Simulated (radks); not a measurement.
Results of a calculation; reference values are marked as such.
Q: Orbital eigenvalues (eV) of neutral dysprosium, [Xe] 4f10 6s2, of relativity; Dirac values are averaged over j with weights 2j + 1. Spin-unpolarised spherical Kohn-Sham, PBE, point nucleus unless stated (finite: rms radius 5.2218 fm), a radial shooting solver on a logarithmic mesh with Libxc functionals. A level marked "c x" has the speed of light scaled by that factor and shares open shells by 2j + 1; other Dirac levels either fill j = l - 1/2 first or share by 2j + 1.

| shell | non-rel. |
|---|---|
| 2s | -8042.1 |
| 2p | -7663.9 |
| 3s | -1778.3 |
| 3p | -1608.5 |
| 3d | -1292.2 |
| 4s | -342.52 |
| 4p | -275.26 |
| 4d | -154.86 |
| 5s | -42.015 |
| 5p | -24.458 |
| 4f | -6.9880 |
| 6s | -3.4937 |

Give the values at the level "Dirac, 2j+1 shares, finite nucleus".

A: 
shell  Dirac, 2j+1 shares, finite nucleus  change of magnitude (%)
2s                                -8919.6                   +10.91
2p                                -7950.3                    +3.74
3s                                -1985.4                   +11.64
3p                                -1684.3                    +4.71
3d                                -1279.9                    -0.96
4s                                -392.68                   +14.64
4p                                -292.83                    +6.38
4d                                -152.74                    -1.37
5s                                -48.822                   +16.20
5p                                -25.549                    +4.46
4f                                -3.1001                   -55.64
6s                                -3.7475                    +7.26
